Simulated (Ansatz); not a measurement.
Born–Oppenheimer molecular dynamics of C$_{2}$H$_{10}$OSi$_{2}$ (15 atoms, charge 0, multiplicity 1). It starts at the highest image of a converged band. Of that band: The profile has 4 maxima (images 1, 3, 6, 9) with wells between them (images 2, 4, 8): this band takes more than one step, which may be the mechanism or a detour left from its start path. A structure lower than the last end lies on the path between it and the top, so the climb from that side starts below the end, which may itself be a saddle point or a shallow side well. Neighbouring images differ by up to 3.2 eV, so the band resolves the path poorly. A vibrational analysis at the climbing image gives one clearly imaginary mode, 1445i cm⁻¹: a first-order saddle point.

The calculation used RKS PBE/STO-3G (Ansatz 0.2.0).

```json
{
 "ensemble": "NVE (velocity Verlet)",
 "time step": "0.5 fs",
 "steps asked": "76",
 "starting velocities drawn for": "300 K",
 "seed": "2618"
}
```

Frames 0.5 fs apart, positions in Å, forces in eV/Å.

Velocities at 10.0 fs (Å/ps):

```
Si -4.86 1.81 1.35
Si 5.38 -2.87 -4.41
O 0.24 6.52 6.72
H 57.59 17.55 5.04
C 0.61 2.78 -2.21
C -5.28 -6.26 -1.23
H 10.25 -8.51 -1.22
H -32.47 -6.51 2.95
H 1.29 -7.40 10.35
H -5.76 -11.27 -1.84
H -4.24 -4.32 -2.49
H 1.30 -24.16 -17.71
H 13.04 10.38 -4.12
H 0.61 16.73 28.59
H -4.41 -15.19 0.16
```

```xyz
15
Properties=species:S:1:pos:R:3:forces:R:3 time_fs=10.0 energy_less_start_eV=-0.153 T=391
Si -0.766 -0.110 0.077 0.15 0.75 -1.42
Si 1.860 -1.118 -1.095 3.89 -1.55 0.42
O -1.082 -1.045 -1.186 -0.32 0.28 0.58
H 0.549 -0.974 -1.502 -2.17 0.31 -0.66
C 0.309 1.473 0.162 0.10 -0.15 -0.03
C -2.110 -0.048 1.264 -1.37 0.09 1.61
H 2.712 -0.183 -1.688 0.90 1.23 -0.75
H 2.289 -1.083 0.306 -0.66 -0.11 -0.03
H 2.314 -2.374 -1.643 0.20 -0.39 0.12
H 0.846 1.676 -0.784 -0.10 -0.10 0.09
H 1.061 1.482 0.975 -0.11 -0.19 -0.04
H -0.370 2.328 0.351 0.00 -0.12 -0.03
H -2.647 -0.998 1.180 -0.34 -0.22 0.24
H -1.845 0.114 2.327 0.02 0.00 -0.23
H -2.813 0.744 0.966 -0.17 0.17 0.14
15
Properties=species:S:1:pos:R:3:forces:R:3 time_fs=10.5 energy_less_start_eV=-0.109 T=366
Si -0.769 -0.109 0.078 0.24 0.80 -1.37
Si 1.863 -1.119 -1.098 4.49 -1.61 0.61
O -1.082 -1.042 -1.182 -0.33 0.21 0.47
H 0.575 -0.965 -1.500 -2.81 0.39 -0.87
C 0.309 1.475 0.161 0.20 -0.58 -0.08
C -2.112 -0.051 1.264 -0.93 0.53 2.24
H 2.718 -0.185 -1.690 0.90 1.20 -0.72
H 2.272 -1.086 0.308 -0.63 -0.09 -0.01
H 2.315 -2.378 -1.637 0.19 -0.41 0.10
H 0.843 1.670 -0.785 -0.03 -0.07 0.00
H 1.058 1.479 0.974 -0.08 -0.15 0.00
H -0.369 2.316 0.342 -0.24 0.26 0.07
H -2.641 -0.993 1.178 -0.56 -0.63 0.26
H -1.845 0.122 2.341 -0.13 -0.14 -0.79
H -2.816 0.737 0.966 -0.26 0.27 0.09
15
Properties=species:S:1:pos:R:3:forces:R:3 time_fs=11.0 energy_less_start_eV=-0.069 T=343
Si -0.771 -0.108 0.078 0.31 0.87 -1.28
Si 1.866 -1.121 -1.100 4.95 -1.58 0.68
O -1.082 -1.038 -1.179 -0.34 0.13 0.34
H 0.595 -0.955 -1.500 -3.26 0.45 -1.03
C 0.310 1.476 0.160 0.29 -1.01 -0.12
C -2.115 -0.054 1.264 -0.55 0.94 2.73
H 2.727 -0.185 -1.693 0.83 1.09 -0.63
H 2.253 -1.089 0.309 -0.59 -0.06 0.02
H 2.316 -2.384 -1.632 0.17 -0.41 0.08
H 0.840 1.664 -0.786 0.04 -0.03 -0.08
H 1.056 1.476 0.972 -0.04 -0.11 0.04
H -0.369 2.304 0.333 -0.47 0.63 0.16
H -2.636 -0.990 1.177 -0.76 -0.99 0.27
H -1.845 0.130 2.353 -0.25 -0.27 -1.24
H -2.819 0.730 0.967 -0.33 0.36 0.05
15
Properties=species:S:1:pos:R:3:forces:R:3 time_fs=11.5 energy_less_start_eV=-0.057 T=337
Si -0.773 -0.107 0.079 0.38 0.95 -1.17
Si 1.870 -1.123 -1.102 5.17 -1.47 0.61
O -1.082 -1.035 -1.175 -0.36 0.03 0.20
H 0.606 -0.944 -1.503 -3.43 0.48 -1.10
C 0.310 1.477 0.159 0.35 -1.37 -0.15
C -2.119 -0.057 1.264 -0.27 1.24 3.05
H 2.737 -0.183 -1.698 0.71 0.92 -0.50
H 2.233 -1.093 0.310 -0.54 -0.04 0.06
H 2.318 -2.390 -1.626 0.15 -0.39 0.08
H 0.837 1.658 -0.787 0.11 0.00 -0.16
H 1.053 1.473 0.971 0.00 -0.07 0.09
H -0.370 2.294 0.325 -0.66 0.94 0.24
H -2.633 -0.989 1.176 -0.89 -1.25 0.29
H -1.845 0.137 2.363 -0.34 -0.37 -1.54
H -2.823 0.724 0.967 -0.38 0.41 0.02
15
Properties=species:S:1:pos:R:3:forces:R:3 time_fs=12.0 energy_less_start_eV=-0.091 T=356
Si -0.776 -0.106 0.079 0.43 1.04 -1.02
Si 1.874 -1.124 -1.104 5.11 -1.28 0.41
O -1.082 -1.032 -1.172 -0.37 -0.08 0.04
H 0.610 -0.932 -1.508 -3.28 0.45 -1.09
C 0.311 1.478 0.158 0.35 -1.63 -0.17
C -2.122 -0.059 1.266 -0.14 1.41 3.20
H 2.749 -0.178 -1.704 0.55 0.69 -0.33
H 2.212 -1.097 0.312 -0.48 -0.02 0.09
H 2.320 -2.397 -1.620 0.13 -0.36 0.07
H 0.834 1.652 -0.788 0.17 0.03 -0.22
H 1.051 1.470 0.970 0.04 -0.03 0.13
H -0.373 2.286 0.317 -0.78 1.16 0.29
H -2.632 -0.991 1.177 -0.93 -1.35 0.31
H -1.847 0.144 2.368 -0.39 -0.45 -1.71
H -2.828 0.719 0.968 -0.39 0.42 0.00
15
Properties=species:S:1:pos:R:3:forces:R:3 time_fs=12.5 energy_less_start_eV=-0.169 T=402
Si -0.778 -0.105 0.079 0.46 1.14 -0.85
Si 1.878 -1.126 -1.106 4.77 -1.01 0.09
O -1.082 -1.028 -1.168 -0.40 -0.19 -0.13
H 0.605 -0.918 -1.516 -2.84 0.37 -0.98
C 0.311 1.478 0.156 0.26 -1.76 -0.18
C -2.125 -0.062 1.267 -0.15 1.42 3.17
H 2.762 -0.171 -1.710 0.36 0.43 -0.15
H 2.190 -1.101 0.314 -0.41 0.00 0.13
H 2.322 -2.405 -1.614 0.11 -0.31 0.07
H 0.832 1.646 -0.790 0.21 0.05 -0.27
H 1.048 1.467 0.969 0.07 0.01 0.16
H -0.378 2.281 0.310 -0.79 1.24 0.32
H -2.634 -0.996 1.177 -0.88 -1.28 0.34
H -1.849 0.149 2.369 -0.41 -0.50 -1.73
H -2.833 0.715 0.968 -0.38 0.40 0.00
15
Properties=species:S:1:pos:R:3:forces:R:3 time_fs=13.0 energy_less_start_eV=-0.276 T=465
Si -0.780 -0.103 0.079 0.48 1.25 -0.65
Si 1.883 -1.129 -1.108 4.23 -0.70 -0.30
O -1.082 -1.025 -1.165 -0.42 -0.31 -0.32
H 0.594 -0.904 -1.527 -2.19 0.23 -0.80
C 0.312 1.478 0.155 0.09 -1.75 -0.18
C -2.128 -0.064 1.270 -0.29 1.28 2.98
H 2.777 -0.164 -1.717 0.18 0.17 0.04
H 2.166 -1.105 0.316 -0.34 0.02 0.16
H 2.325 -2.413 -1.608 0.09 -0.25 0.08
H 0.830 1.640 -0.792 0.24 0.07 -0.28
H 1.046 1.464 0.969 0.10 0.04 0.19
H -0.384 2.279 0.303 -0.69 1.19 0.32
H -2.637 -1.004 1.179 -0.75 -1.06 0.38
H -1.852 0.153 2.367 -0.39 -0.51 -1.61
H -2.840 0.712 0.969 -0.33 0.33 0.01
15
Properties=species:S:1:pos:R:3:forces:R:3 time_fs=13.5 energy_less_start_eV=-0.387 T=530
Si -0.783 -0.102 0.079 0.49 1.35 -0.44
Si 1.889 -1.131 -1.110 3.56 -0.38 -0.72
O -1.083 -1.022 -1.161 -0.45 -0.43 -0.50
H 0.578 -0.889 -1.539 -1.44 0.07 -0.59
C 0.312 1.478 0.154 -0.15 -1.60 -0.17
C -2.131 -0.066 1.273 -0.55 1.01 2.62
H 2.791 -0.156 -1.724 0.00 -0.09 0.22
H 2.142 -1.109 0.319 -0.27 0.04 0.17
H 2.328 -2.422 -1.601 0.08 -0.18 0.09
H 0.828 1.635 -0.796 0.26 0.08 -0.27
H 1.044 1.461 0.969 0.11 0.08 0.20
H -0.392 2.280 0.298 -0.49 1.01 0.30
H -2.643 -1.015 1.182 -0.55 -0.71 0.42
H -1.856 0.157 2.360 -0.33 -0.50 -1.35
H -2.847 0.710 0.970 -0.26 0.24 0.03
15
Properties=species:S:1:pos:R:3:forces:R:3 time_fs=14.0 energy_less_start_eV=-0.475 T=582
Si -0.785 -0.101 0.080 0.48 1.46 -0.21
Si 1.894 -1.133 -1.112 2.86 -0.06 -1.11
O -1.083 -1.018 -1.158 -0.48 -0.56 -0.70
H 0.558 -0.874 -1.553 -0.67 -0.12 -0.37
C 0.313 1.478 0.152 -0.44 -1.36 -0.16
C -2.135 -0.067 1.276 -0.88 0.67 2.11
H 2.806 -0.148 -1.731 -0.16 -0.32 0.39
H 2.117 -1.112 0.321 -0.20 0.06 0.16
H 2.331 -2.432 -1.595 0.06 -0.10 0.10
H 0.828 1.629 -0.800 0.25 0.09 -0.22
H 1.042 1.458 0.970 0.12 0.11 0.20
H -0.401 2.283 0.293 -0.22 0.75 0.26
H -2.649 -1.027 1.185 -0.32 -0.30 0.45
H -1.861 0.158 2.350 -0.24 -0.45 -0.96
H -2.855 0.708 0.970 -0.17 0.13 0.05
15
Properties=species:S:1:pos:R:3:forces:R:3 time_fs=14.5 energy_less_start_eV=-0.523 T=610
Si -0.787 -0.099 0.080 0.46 1.56 0.02
Si 1.900 -1.135 -1.114 2.19 0.22 -1.44
O -1.083 -1.015 -1.154 -0.51 -0.68 -0.89
H 0.536 -0.860 -1.568 0.04 -0.31 -0.15
C 0.314 1.477 0.151 -0.72 -1.06 -0.15
C -2.138 -0.068 1.280 -1.25 0.29 1.46
H 2.820 -0.141 -1.736 -0.28 -0.52 0.54
H 2.092 -1.116 0.325 -0.13 0.07 0.14
H 2.334 -2.442 -1.587 0.06 -0.03 0.11
H 0.828 1.624 -0.804 0.23 0.09 -0.15
H 1.041 1.455 0.971 0.10 0.14 0.18
H -0.411 2.288 0.289 0.10 0.45 0.21
H -2.656 -1.040 1.190 -0.09 0.13 0.48
H -1.867 0.159 2.338 -0.11 -0.36 -0.44
H -2.864 0.707 0.971 -0.07 0.00 0.08
15
Properties=species:S:1:pos:R:3:forces:R:3 time_fs=15.0 energy_less_start_eV=-0.525 T=612
Si -0.789 -0.097 0.080 0.42 1.65 0.25
Si 1.906 -1.137 -1.116 1.57 0.45 -1.70
O -1.084 -1.012 -1.151 -0.54 -0.79 -1.08
H 0.515 -0.846 -1.583 0.65 -0.48 0.03
C 0.314 1.476 0.150 -0.97 -0.75 -0.14
C -2.142 -0.070 1.285 -1.61 -0.10 0.73
H 2.834 -0.135 -1.740 -0.38 -0.68 0.66
H 2.067 -1.119 0.328 -0.07 0.09 0.09
H 2.338 -2.452 -1.580 0.05 0.05 0.13
H 0.828 1.619 -0.809 0.19 0.09 -0.05
H 1.040 1.453 0.973 0.08 0.17 0.14
H -0.421 2.294 0.285 0.41 0.14 0.16
H -2.664 -1.053 1.196 0.13 0.52 0.50
H -1.873 0.159 2.325 0.04 -0.24 0.18
H -2.872 0.706 0.972 0.02 -0.11 0.11
15
Properties=species:S:1:pos:R:3:forces:R:3 time_fs=15.5 energy_less_start_eV=-0.488 T=591
Si -0.791 -0.095 0.080 0.38 1.72 0.47
Si 1.913 -1.139 -1.119 1.03 0.63 -1.87
O -1.084 -1.010 -1.148 -0.56 -0.90 -1.25
H 0.495 -0.833 -1.597 1.15 -0.63 0.19
C 0.314 1.474 0.148 -1.17 -0.45 -0.14
C -2.146 -0.071 1.289 -1.94 -0.44 -0.04
H 2.846 -0.131 -1.743 -0.45 -0.80 0.75
H 2.041 -1.123 0.332 -0.01 0.10 0.02
H 2.341 -2.462 -1.573 0.05 0.12 0.14
H 0.829 1.614 -0.814 0.15 0.09 0.06
H 1.039 1.451 0.975 0.04 0.19 0.08
H -0.429 2.300 0.282 0.69 -0.15 0.11
H -2.671 -1.065 1.203 0.31 0.84 0.51
H -1.879 0.158 2.312 0.21 -0.11 0.84
H -2.881 0.704 0.974 0.11 -0.22 0.14
```

Of the whole run (38 fs, mean temperature of the second half 768 K): The conserved energy stayed within 0.27 meV per atom of its start (net change 0.22 meV per atom), so the integration is sound. The system heated up, since it started high on the potential surface and ran downhill. A run of 0.038 ps of so small a system gives no equilibrium averages. The orbitals stay closed-shell, which can raise the energy where a bond breaks towards radicals; this wasn't checked here. Limits of this set-up: minimal basis.

Run time: 4.2 min on 1 thread of Intel(R) Xeon(R) Platinum 8488C (Sapphire Rapids) (shared host), peak memory 0.12 GiB.
